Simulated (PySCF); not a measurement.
Does the answer move with the share of exact exchange?

Species: C6H7NS.
InChI=1S/C6H7NS/c1-8-6-2-4-7-5-3-6/h2-5H,1H3

Torsions of this conformer, `[CH3:1][S:2][c:3]1[cH:4][cH:5][n:6][cH:7][cH:8]1`: C1–S2–C3–C4 180°.

PySCF, pcSseg-1 basis, density fitting, gas phase, PBE0-D3(BJ)/def2-SVP geometry. One functional is left out:

```
functional  exact exchange (%)  HOMO energy (eV)  LUMO energy (eV)  dipole moment (D)
      BLYP                   0             -5.43             -1.43              2.984
      OPBE                   0             -5.62             -1.55              2.963
       PBE                   0             -5.62             -1.62              3.004
     B3LYP                  20             -6.44             -0.91              2.939
  mPW1PW91                  25             -6.70             -0.78              2.946
```

Q: Predict the row of PBE0 (25 % exact exchange) by straight lines through the other rows, and check it.

A: 
| property | line | computed | computed − line | mPW1PW91 (25 %), for comparison |
| --- | --- | --- | --- | --- |
| HOMO energy (eV) | -6.68 | -6.68 | 0.00 | -6.70 |
| LUMO energy (eV) | -0.77 | -0.76 | +0.01 | -0.78 |
| dipole moment (D) | 2.939 | 2.942 | +0.003 | 2.946 |

Q: Which of these properties follows the share of exact exchange most closely, and which least?

A: Most closely the HOMO energy, least the dipole moment; the correlations over the tabulated rows are HOMO energy -0.990, LUMO energy 0.984, dipole moment -0.816. The HOMO energy moves by -0.452 eV for every 10 %. Functionals with the same share still differ in their other parts: at 0 % BLYP and OPBE differ by 0.19 eV in it.
